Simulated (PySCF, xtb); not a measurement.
C₄H₆BFO, SMILES C(C)#CB(F)CO.

GFN2-xTB (xtb) at its own geometry gives an orbital gap of 4.01 eV and a dipole moment of 1.37 D.

The structure is a stationary point at B3LYP-D3(BJ)/def2-SVP. The structure was generated by enumeration, and PubChem lists no compound with its InChIKey, so it may never have been made. The values are those of a single conformer.

What does PBE/def2-TZVP (PySCF) give? (Estimate from the structure and the level; the computed values follow.)

gap 4.15 eV (levels -6.22 and -2.06 eV), dipole 1.54 D.
